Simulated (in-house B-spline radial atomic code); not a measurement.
Settings and results of a run for the germanium ion Ge⁺ (an excited or competing configuration). Method: scalar-relativistic (X2C) B97-1, spin-polarised, spherical fractional occupations, exact exchange averaged over the configuration, Fermi nucleus of rms radius 4.0742 fm. Calculated with an all-electron radial atomic-structure program (B-spline basis).

Command:
```bash
python run_scf.py task.json out
```
Settings (nuclear radius in fm, mass in u):
```
Z                32
configuration    [Ar] 3d10 4s2 4f1
hamiltonian      x2c
method           b97_1
spin_polarised   True
nucleus          fermi
rms_radius       4.0742
atomic_mass      73.92118
speed_of_light   137.035999084
exact_exchange   averaged over the configuration
```

Output (hartree, bohr):
```
 radial grid: 82 intervals, B-splines of order 8, outer radius 60 bohr

 iter        energy (Eh)    residual
    1       -2097.310386    3.75e-01
    2       -2097.594921    1.23e-01
    3       -2097.944121    2.04e-02
    4       -2097.950750    8.20e-03
    5       -2097.950603    3.64e-03
    6       -2097.951245    2.28e-03
    7       -2097.951738    1.05e-03
    8       -2097.951878    1.42e-03
    9       -2097.952001    3.78e-04
   10       -2097.952060    5.41e-04
   11       -2097.952105    4.43e-04
   12       -2097.952094    7.52e-04
   13       -2097.952072    5.73e-04
   14       -2097.952105    2.74e-04
   15       -2097.952122    1.31e-04
   16       -2097.952122    7.60e-05
   17       -2097.952123    1.88e-05
   18       -2097.952123    4.84e-06
   19       -2097.952123    4.01e-06
   20       -2097.952123    8.56e-07
   21       -2097.952123    1.47e-07

 total energy                     -2097.95212
 kinetic                            2142.0200
 electron-nucleus                  -5045.2878
 Hartree                             884.9188
 exact exchange                      -16.3798
 exchange-correlation                -63.2234

 orbital      occ     eigenvalue          <r>       <r^2>       <1/r>       r_max
 1s up      1.000      -404.7504    0.0466136  0.00293641     33.0278     0.03029
 1s down    1.000      -404.7504    0.0466136  0.00293641     33.0278     0.03029
 2s up      1.000       -51.6329     0.209617   0.0518947     7.21822      0.1759
 2s down    1.000       -51.6329     0.209617   0.0518947     7.21822      0.1759
 2p up      3.000       -45.1614     0.183617   0.0413237     6.97613      0.1411
 2p down    3.000       -45.1614     0.183617   0.0413238     6.97613      0.1411
 3s up      1.000        -7.0499     0.623819    0.448902      2.3012      0.5427
 3s down    1.000        -7.0499     0.623818    0.448901     2.30121      0.5427
 3p up      3.000        -5.0568     0.647014    0.492739      2.1313      0.5439
 3p down    3.000        -5.0568     0.647014    0.492739      2.1313      0.5439
 3d up      5.000        -1.7987     0.728328    0.674945     1.78929       0.504
 3d down    5.000        -1.7987     0.728304    0.674876     1.78932       0.504
 4s up      1.000        -0.9768      1.95375     4.34084    0.669427       1.681
 4s down    1.000        -0.9763      1.95201     4.32937    0.669815        1.68
 4f up      1.000        -0.1014      8.76417     84.6802    0.127549       8.517
```

Time taken, with all properties: 1.1 s on 1 thread of Arm Neoverse N1, on a shared host.

One-electron X2C: radii and densities carry no picture-change correction, so inner-shell <1/r> comes out high (for 1s by about 2 % at Z = 33, 5 % at 54, 10 % at 75, 30 % at 118) and <r> low.
